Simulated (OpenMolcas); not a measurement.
Re6+ (d1) among equal point charges was computed by CASSCF with the d shell active (OpenMolcas, ANO-RCC-VDZP on the metal). Its lowest spin-free states, and all those of the highest spin:

```tsv
2S+1	Degeneracy	E (cm-1)
2	2	0.0
2	2	10664
2	1	15973
```

Question: Is the site octahedral, tetrahedral or cube-like, axial, or of lower symmetry?

Answer: The states with 2S+1 = 2 have orbital degeneracies 2, 2, 1. There are pairs but no triples, so the site is axial: not cubic, but with a proper or improper axis of order three or more. The run had Re6+ among 2 point charges of -2 e arranged as a linear pair (D∞h), 2.22 Å from the ion.

Point charges carry no covalency, so the field is a model and not that of real ligands. No measured value stands beside these numbers.
